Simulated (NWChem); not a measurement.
Molecule: BNH3Cl; SMILES B(N)Cl

```xyz
6

B     -0.5823     0.5409     0.0000
H     -1.7641     0.6778     0.0000
Cl     0.0895    -1.1145     0.0000
N      0.2765     1.6327     0.0000
H     -0.0659     2.5836     0.0000
H      1.2849     1.5513     0.0000
```
Atoms are numbered in this order, from 1.

Computed with NWChem. Coordinates come from a B3LYP/6-31G* (spherical d) optimisation. Ions are spin-unrestricted doublets at the neutral geometry; other ion states weren't tried. Functional: LC-ωPBE (HJS hole) with def2-SVP; rows give the range parameter ω in 1/bohr.

**Question.** At which range parameter does −ε(HOMO) equal the ΔSCF ionisation energy (optimal tuning)?

**Answer.** about 0.44 per bohr, by linear interpolation in these runs:
| range parameter (1/bohr) | vertical ionisation energy, ΔSCF (eV) | −ε(HOMO) (eV) | ΔSCF minus −ε(HOMO) (eV) |
|---|---|---|---|
| 0.20 | 10.68 | 9.48 | 1.20 |
| 0.25 | 10.80 | 9.98 | 0.82 |
| 0.35 | 11.03 | 10.76 | 0.27 |
| 0.80 | 11.25 | 12.30 | -1.05 |
